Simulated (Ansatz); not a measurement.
# Ligand exchange: C3H8Mg + C3H5NO → C3H8MgO + C3H5N

Gas-phase species: C3H8Mg `C[CH](C)[MgH]`, singlet; C3H5NO (3-hydroxypropionitrile) `N#CCCO`, singlet; C3H8MgO `C[CH](C)[Mg][OH]`, singlet; C3H5N (propanenitrile) `CCC#N`, singlet. The partners trade H for OH: Mg–H and C–OH bonds give way to Mg–OH and C–H.

Shapes, held fixed at every level: PBE0-D4/def2-TZVP. Flexible molecules stand in one conformer, not always the lowest. Programs: Ansatz 0.2.0. The zero-point and thermal change to 298 K, harmonic and unscaled (PBE0-D4/def2-TZVP), is +8.1 kJ/mol.

| level | kind | ΔH(298 K) (kJ/mol) | less CCSD(T)/def2-TZVPP |
| --- | --- | --- | --- |
| PBE0-D4/def2-TZVPP | global hybrid | -194.7 | +8.1 |
| wB97M-V/def2-TZVPP | range-separated hybrid | -200.8 | +2.0 |
| B2PLYP/def2-TZVPP | double hybrid | -210.1 | -7.3 |
| MP2/def2-SVP | perturbation theory | -216.4 | -13.6 |
| MP2/def2-TZVPP | perturbation theory | -217.7 | -14.9 |
| CCSD/def2-TZVPP | coupled cluster or CI | -204.1 | -1.3 |
| CCSD(T)/def2-TZVPP | coupled cluster or CI | -202.8 | 0.0 |

The highest level, CCSD(T)/def2-TZVPP, gives ΔH(298 K) = -202.8 kJ/mol; the levels span -217.7 to -194.7. The column of differences is taken from that level and isn't an error. No measured value is set beside it here. Outer-core shells of Mg are correlated, in sets that cover them unevenly. Sets without diffuse functions underbind ionic bonds of s-block metals.
